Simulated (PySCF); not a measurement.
Potential energy of CaSe along the bond

Set-up: Ca x2c-SVPall, Se x2c-SVPall; spin-free X2C with a Gaussian nucleus (PySCF 2.14). Energies in eV from Ca + Se in their ground configurations at the same level. State: ¹Σ⁺ (singlet), closed shell.

All columns are PBE0. A positive dipole means Ca(−)Se(+).

```tsv
R (Å)	E (eV)	μ (D)	Mulliken charge on Ca (basis-dependent)	HOMO (eV)	LUMO (eV)	Mayer bond order	⟨S²⟩
2.089	-1.922	-8.29	0.58	-4.97	-1.82	2.23	0.00
2.186	-2.586	-8.86	0.59	-5.09	-1.97	2.21	0.00
2.283	-2.953	-9.34	0.59	-4.91	-2.12	2.20	0.00
2.356	-3.083	-9.64	0.58	-4.79	-2.22	2.19	0.00
2.429	-3.119	-9.90	0.57	-4.69	-2.33	2.19	0.00
2.502	-3.083	-10.13	0.56	-4.60	-2.42	2.18	0.00
2.599	-2.951	-10.37	0.55	-4.50	-2.55	2.16	0.00
2.720	-2.697	-10.58	0.53	-4.41	-2.70	2.12	0.00
2.866	-2.319	-10.71	0.52	-4.35	-2.87	2.06	0.00
3.061	-1.776	-10.73	0.50	-4.31	-3.06	1.93	0.00
```

A fit through these points gives, at Re = 2.426 Å, μ = -9.89 D and dμ/dR = -3.34 D/Å; the reduced mass is 26.64 u.

Problem. How strong is the fundamental in the double-harmonic approximation, I = 42.26·(dμ/dR)²/μred km/mol?

Solution. I = 42.26·(-3.34)²/26.64 = 17.7 km/mol at PBE0.
